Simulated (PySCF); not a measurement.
## Working out the excitation energy of Mg

Mg [Ne] 3s2 (1S) → Mg [Ne] 3s1 3p1 (3P). Computed with PySCF 2.14 in aug-cc-pCVDZ (6s5p3d, 36 functions), with the non-relativistic Hamiltonian (point nucleus). Frozen: 1s2. Energies in hartree (1 hartree = 27.21139 eV):

| part | Mg (lower) | Mg (upper) |
| --- | --- | --- |
| UHF | -199.608341 | -199.542191 |
| CCSD correlation | -0.201906 | -0.172295 |
| (T) | -0.000945 | -0.000342 |

Q: What does Hartree-Fock give?

A: (-199.542191) − (-199.608341) = 0.066150 hartree = 1.800 eV.

Q: What do CCSD and CCSD(T) give?

A: The CCSD correlation energies differ by 0.029611 hartree = 0.806 eV and the triples by 0.000603 hartree = 0.016 eV, so CCSD gives 2.606 eV and CCSD(T) 2.622 eV.

Measured between the centres of the two terms (NIST): 2.714 eV, so CCSD(T) (valence and next inner shell) is off by -0.092 eV.

A double-zeta basis recovers only part of the correlation energy.

What remains against the reference includes basis incompleteness, the frozen core and higher excitations.
